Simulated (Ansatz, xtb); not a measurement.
**Relative energy of two isomers of H4OSiSn**

Structure I: `O[SiH2][SnH]`, a singlet. Structure II: `[OH][Sn][SiH3]`, a singlet. Both are isolated molecules in the gas phase, relaxed with BLYP-D3(BJ)/def2-SVP; the shapes shown needn't be the lowest conformers.

I (Å):

```yaml
atoms:
  - { symbol: O, position_ang: [-0.0395, -1.0695, -1.3912] }
  - { symbol: Si, position_ang: [-0.0965, -0.1797, 0.0556] }
  - { symbol: Sn, position_ang: [-0.0855, 2.5040, -0.2941] }
  - { symbol: H, position_ang: [-0.9041, 2.1643, -1.8824] }
  - { symbol: H, position_ang: [-1.3534, -0.4736, 0.8600] }
  - { symbol: H, position_ang: [-0.5467, -0.6518, -2.1122] }
  - { symbol: H, position_ang: [1.0410, -0.7134, 0.8805] }
```

II (Å):

```xyz
7

O     0.1315   -3.2474   -2.2712
Si   -1.4317   -1.3350    0.1846
Sn   -1.2170   -1.7304   -2.5244
H     0.3633   -3.3869   -1.3296
H    -1.7224    0.0736    0.6378
H    -2.5391   -2.2031    0.7364
H    -0.1668   -1.7792    0.8839
```

Quicker runs give these differences E(II) − E(I): GFN2-xTB +10.71 kcal/mol; HF/STO-3G −6.74 kcal/mol (at GFN2-xTB geometries); r2SCAN-D4/def2-SVP −1.16 kcal/mol (at GFN2-xTB geometries).

Q: Estimate which is lower in electronic energy at CCSD(T)/def2-TZVP, and by roughly how much.

A: Too close to call at this level: CCSD(T)/def2-TZVP gives E(II) − E(I) = +1.10 kcal/mol.

The same difference at several levels:

```tsv
level	geometry	E(II) − E(I) (kcal/mol)	departure from the last row (kcal/mol)	job, with rough time for the two
GFN2-xTB	GFN2-xTB	+10.71	+9.61	optimisation, 0.18 s
HF/STO-3G	GFN2-xTB	−6.74	−7.84	single point, 1.1 s
r2SCAN-D4/def2-SVP	GFN2-xTB	−1.16	−2.26	single point, 4.4 s
BLYP-D3(BJ)/def2-SVP	BLYP-D3(BJ)/def2-SVP	−3.23	−4.32	optimisation, 56 s
HF/def2-TZVP	BLYP-D3(BJ)/def2-SVP	+6.66	+5.56	part of the CCSD(T) run
MP2/def2-TZVP	BLYP-D3(BJ)/def2-SVP	+0.77	−0.32	part of the CCSD(T) run
CCSD(T)/def2-TZVP	BLYP-D3(BJ)/def2-SVP	+1.10		single point, 98 s
```

As drawn, II has 1 O–Sn, 1 Si–H in place of 1 O–Si, 1 Sn–H.

HF/STO-3G, r2SCAN-D4/def2-SVP, BLYP-D3(BJ)/def2-SVP put the two in the other order. The largest departure from CCSD(T)/def2-TZVP is that of GFN2-xTB, 9.61 kcal/mol.

With harmonic frequencies from BLYP-D3(BJ)/def2-SVP (ideal gas, rigid rotor, one conformer each, 298.15 K, 1 atm): on the last row, ΔE + ΔZPE = +1.58 kcal/mol. A mode under 50 cm⁻¹ makes harmonic enthalpies and free energies unreliable, so none is given.

The correlated steps freeze 10 core orbitals; the filled d shell of Sn is correlated, in a basis made for valence electrons. Atoms past krypton carry core potentials in the def2 sets, other sets are all-electron and non-relativistic, and no spin–orbit term is included. Run with Ansatz 0.2.0, xtb 6.7.1; the last row on 1 thread of Arm Neoverse V1 on a shared host.
